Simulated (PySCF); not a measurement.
Species: CH6SiTe.
Structure used (PBE0-D3(BJ)/def2-SVP), in Å, numbered top down from 1:
```xyz
9
CH6SiTe angstrom
C     -1.1709   -0.4140   -0.0593
Si     0.3024    0.7473   -0.0777
Te     2.2575   -0.1937    1.1877
H     -0.9197   -1.3677   -0.5485
H     -1.4740   -0.6286    0.9765
H     -2.0248    0.0343   -0.5917
H      0.7135    1.0578   -1.4805
H     -0.0016    2.0269    0.6320
H      2.3778   -1.4681    0.1200
```

Method: PBE0-D3(BJ)/def2-SVP geometry optimisation, gas phase, def2 core potentials past Kr in PySCF 2.14.0.

Take the most abundant isotopes and a rigid rotor. The values belong to one conformer with, in the numbering `[CH3:1][SiH2:2][TeH:3]`, C1–Si2–Te3–H 63°.

Q: Give the principal moments of inertia and the rotational constants in GHz.

A: Ia = 36.63, Ib = 289.22, Ic = 312.39 u·Å²; 505379 MHz·u·Å²/I gives 13797, 1747 and 1618 MHz, that is A = 13.797, B = 1.7474, C = 1.6178 GHz.

Q: What kind of rotor is it?

A: A near-prolate asymmetric top: κ = (2 × 1747 − 13797 − 1618)/(13797 − 1618) = -0.98.

Q: Is it planar, by Δ = Ic − Ia − Ib?

A: Not planar: Δ = Ic − Ia − Ib = -13.46 u·Å². For a rigid frame Δ = −2 Σ m c², so Σ m c² = 6.73 u·Å² lies off the ab plane: 6.66 from hydrogen and 0.07 from heavier atoms. The atom farthest from that plane is 1.44 Å away.

Q: Which lines would a microwave search look for?

A: The dipole components are |μa| = 1.36 D, |μb| = 0.54 D, |μc| = 0.19 D. The squared components, which scale the intensities, stand as 1.00 : 0.16 : 0.02 (a : b : c). Some lines, for components of 0.1 D or more:

```
type  branch         J(Ka,Kc)     MHz  lower level (cm⁻¹)
   a       R  1(0,1) ← 0(0,0)    3365               0.000
   a       R  3(1,3) ← 2(1,2)    9900               0.734
   c       Q  5(1,5) ← 5(0,5)   11171               1.683
   c       Q  3(1,3) ← 3(0,3)   11730               0.673
   c       Q  1(1,1) ← 1(0,1)   12049               0.112
   b       Q  4(1,3) ← 4(0,4)   12775               1.122
   b       Q  5(1,4) ← 5(0,5)   13115               1.683
   a       R  4(0,4) ← 3(0,3)   13450               0.673
   a       R  4(3,2) ← 3(3,1)   13463               4.310
   a       R  5(3,2) ← 4(3,1)   16829               4.759
   a       R  5(2,3) ← 4(2,2)   16844               2.739
   c       R  4(1,3) ← 3(0,3)   26225               0.673
   c       Q  4(2,3) ← 4(1,3)   35697               1.548
   b       Q  2(2,1) ← 2(1,2)   36537               0.734
   c       R  3(2,1) ← 2(1,1)   46249               0.747
   b       Q  5(3,2) ← 5(2,3)   60544               3.301
   b       Q  3(3,1) ← 3(2,2)   60572               2.290
   c       R  3(3,1) ← 2(2,1)   70667               1.953
   b       R  4(3,2) ← 3(2,1)   74029               2.290
   c       R  5(3,3) ← 4(2,3)   77404               2.739
   b       Q  5(4,2) ← 5(3,3)   84797               5.321
   b       Q  4(4,1) ← 4(3,2)   84798               4.759
   b       R  4(4,1) ← 3(3,0)   98261               4.310
   c       R  4(4,0) ← 3(3,0)   98261               4.310
   b       Q  5(5,0) ← 5(4,1)  109026               8.149
```

No frequency check. Zero-point vibration and centrifugal distortion are left out. A rigid rotor knows nothing of internal rotation, which can split or shift real lines.

Hardware: an Arm Neoverse V2 with one thread (shared host). Cost: 20 s of wall time, 0.37 GiB resident at most. These figures are those of the optimisation.
